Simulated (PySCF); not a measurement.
# PBE on Si²⁺ (silicon, charge +2)

Configuration: [Ne] 3s2, closed-shell 1S. Computed with PySCF 2.14 in aug-cc-pVDZ-DK (5s4p2d, 27 functions), with the spin-free X2C one-electron Hamiltonian (Gaussian nucleus).

```json
{"Total energy": "-288.9254 hartree", "One-electron energy": "-390.8214 hartree", "Hartree (Coulomb) energy": "122.0392 hartree", "Exchange-correlation energy": "-20.1432 hartree", "⟨S²⟩": "0.0000", "⟨L²⟩": "0.000", "Sum of ⟨r⟩": "8.504 bohr", "Sum of ⟨r²⟩": "11.79 bohr²", "Langevin diamagnetic susceptibility": "-9.34 ×10⁻⁶ cm³/mol", "Time after the integrals": "0.18 s of wall time on 1 thread of Neoverse-N1 (shared host)"}
```

```
shell  electrons  mean orbital energy (hartree)  rms radius, mean of both spins (bohr)
   1s          2                      -66.45697                                  0.129
   2s          2                       -5.92265                                  0.618
   2p          6                       -4.31198                                  0.602
   3s          2                       -1.05102                                   2.10
```

Densities and radii are taken from the X2C orbitals without a picture-change correction, which distorts them close to the nucleus.
